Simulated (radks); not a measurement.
The numbers below are computed, except where a source is named.
Task: The mean radii <r> (bohr) of the occupied orbitals of an atom or ion are listed with their occupations. Level of theory: Dirac Kohn-Sham, BLYP, spin-unpolarised, spherical densities, finite nucleus; Fermi nuclear charge, rms radius of each element as measured or else 0.836 A^(1/3) + 0.57 fm (a radial shooting solver on a logarithmic mesh with Libxc functionals).

| orbital | occ. | <r> |
|---|---|---|
| 1s1/2 | 2 | 0.01659 |
| 2s1/2 | 2 | 0.06924 |
| 2p1/2 | 2 | 0.05690 |
| 2p3/2 | 4 | 0.06557 |
| 3s1/2 | 2 | 0.1800 |
| 3p1/2 | 2 | 0.1702 |
| 3p3/2 | 4 | 0.1861 |
| 3d3/2 | 4 | 0.1618 |
| 3d5/2 | 6 | 0.1667 |
| 4s1/2 | 2 | 0.3959 |
| 4p1/2 | 2 | 0.3971 |
| 4p3/2 | 4 | 0.4294 |
| 4d3/2 | 4 | 0.4325 |
| 4d5/2 | 6 | 0.4424 |
| 4f5/2 | 6 | 0.4448 |
| 4f7/2 | 7 | 0.4497 |

Name the element and its charge. Open shells, if any, fill j = l - 1/2 first.

Result: Z = 80, mercury, charge +21: Hg21+ in [Kr] 4d10 4f13. The 1s radius gives Z: for a bare nucleus <r> = (2 gamma + 1)/(2Z) with gamma = sqrt(1 - (Z/c)^2), 0.0164 bohr for Z = 80, and screening makes it slightly larger (0.01659 here). The occupations add up to 59, and the charge is Z minus that.
